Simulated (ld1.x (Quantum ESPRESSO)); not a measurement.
**Hf, TM: configuration errors across variants**

ld1.x (Quantum ESPRESSO) 7.5 input, shortened:

```
&input
   title='Hf', zed=72., rel=1, dft='PZ', iswitch=3,
   config='[Xe] 4f14 5d2 6s1.5 6p0.5'
 /
 &inputp
   pseudotype=2, tm=.true., lloc=0,
   nlcc=.true., rcore=1.70
 /
3
6P  2  1   0.50   0.00  3.00  3.00  0.0
5D  3  2   2.00   0.00  2.75  2.75  0.0
6S  1  0   1.50   0.00  2.30  2.30  0.0
 &test
   configts(1)='5d2 6s1.5 6p0.5'
 /
```

All-electron excitation energies from the reference (eV): (1) 5d2 6s2 6p0 -1.926; (2) 5d2 6s1 6p0 6.272; (3) 5d2 6s0 6p0 20.775; (4) 5d2.5 6s1.5 6p0 -0.678; (5) 5d2 6s0 6p1 11.067; (6) 5d1 6s2 6p0 4.804; (7) 5d2 6s0 6p2 6.149; (8) 5d2 6s1.5 6p0.5 spin -0.825; (9) 5d2 6s2 6p0 spin -2.367.

Spin tests fill each open shell by Hund’s rule, majority spin first.

2 further variants failed, have other tests or another functional or relativity, and are left out.

A true bound ghost makes a file unfit for plane-wave use even where its test errors are small: the radial tests pick states by their node count and pass the ghost by.

Errors AE − PS in meV (a dash: test not solved or not reliable):

| change | (1) | (2) | (3) | (4) | (5) | (6) | (7) | (8) | (9) | bound ghosts |
| --- | --- | --- | --- | --- | --- | --- | --- | --- | --- | --- |
| base | -0.1 | -4.1 | -31 | -13 | -8.0 | -27 | -9.6 | +38 | +26 | none |
| wave 6s (bound): rc 2.30 bohr becomes 6s (bound): rc 3.54 bohr | -0.7 | -3.4 | -43 | -12 | -17 | -8.7 | -20 | +38 | +26 | none |
| all radii but the core radius scaled by about 0.92 (s 2.12, p 2.76, d 2.52 bohr) | +0.2 | -3.1 | -29 | -10 | -7.0 | -8.4 | -8.1 | +31 | +23 | none |
| wave 5d (bound): rc 2.75 bohr becomes 5d (bound): rc 2.12 bohr | -0.1 | -4.3 | -31 | -14 | -7.9 | -35 | -9.3 | +32 | +21 | none |

Q: Give the same row for: wave 6p (bound): rc 3.00 bohr becomes 6p (bound): rc 2.02 bohr.

A: -1.4, -3.6, -32, -8.4, -21, -42, -28, +31, +25; bound ghosts: p.
